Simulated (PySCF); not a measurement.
# UHF on V+ (vanadium, charge +1)

Configuration: [Ar] 3d4, high-spin 5D determinant. Computed with PySCF 2.14 in Sapporo-DKH3-DZP-2012 (6s5p3d1f, 43 functions), with scalar relativity by spin-free X2C-1e.

- Total energy: -947.894359 hartree
- One-electron energy: -1299.2290 hartree
- Hartree (Coulomb) energy: 396.0358 hartree
- Exchange energy: -44.7011 hartree
- ⟨S²⟩: 6.0011
- ⟨L²⟩: 6.020
- Sum of ⟨r⟩: 16.37 bohr
- Sum of ⟨r²⟩: 21.76 bohr²
- Traceless quadrupole moment −½Σ⟨3z² − r²⟩ along its main axis: -0.913 e·bohr²
- Langevin diamagnetic susceptibility: -17.2 ×10⁻⁶ cm³/mol
- Time after the integrals: 0.16 s of wall time on 1 thread of Neoverse-V2 (shared host)

| shell | electrons | mean orbital energy (eV) | spread (eV) | rms radius, mean of both spins (bohr) |
| --- | --- | --- | --- | --- |
| 1s β | 1 | -5522.4 | 0 | 0.0768 |
| 1s α | 1 | -5522.3 | 0 | 0.0768 |
| 2s α | 1 | -659.46 | 0 | 0.333 |
| 2s β | 1 | -657.69 | 0 | 0.333 |
| 2p α | 3 | -548.28 | 0.056 | 0.303 |
| 2p β | 3 | -546.52 | 0.569 | 0.303 |
| 3s α | 1 | -92.909 | 0 | 1.03 |
| 3s β | 1 | -86.131 | 0 | 1.03 |
| 3p α | 3 | -61.662 | 1.020 | 1.13 |
| 3p β | 3 | -53.206 | 1.657 | 1.13 |
| 3d α | 4 | -15.825 | 1.496 | 1.68 |

Densities and radii are taken from the X2C orbitals without a picture-change correction, which distorts them close to the nucleus.
